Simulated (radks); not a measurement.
Excited configurations of the chromium ion Cr2+: one electron is placed in a higher orbital outside [Ar] 3d3. The ground configuration is [Ar] 3d4. Method: scalar-relativistic Kohn-Sham, r2SCAN, spin-unpolarised, spherical densities, finite nucleus; meta-GGA in the generalised Kohn-Sham scheme; Fermi nuclear charge, rms radius 3.6452 fm; computed with a radial shooting solver on a logarithmic mesh with Libxc functionals. Excitation = E - E(ground); binding = E(ion) - E, where the ion is the core of charge +3; n* = 3/sqrt(2 binding) in atomic units, and the quantum defect is n - n*.

outer orbital  excitation (eV)  binding (eV)     n*  quantum defect  eigenvalue (eV)  <r> (bohr)
4p                      11.875        18.567  2.568           1.432          -15.422       3.060
5s                      18.855        11.586  3.251           1.749           -9.940       5.379
5p                      20.869         9.573  3.577           1.423           -8.171       6.162
5f                      25.495         4.946  4.976           0.024           -4.104       10.34
7d                      27.245         3.197  6.189           0.811           -2.747       18.44

The Delta-SCF ionisation energy is 30.442 eV (NIST Atomic Spectra Database: 30.96 eV, measured). Self-interaction in the functional shifts the binding energies and quantum defects, so they are the method's values and not measured ones. Spin polarisation and multiplet splitting are left out, so open shells lie too high by an amount that depends on their filling.

Beside tabulated values, note that spin-unpolarised runs miss the spin-polarisation part of the exchange energy of open shells.
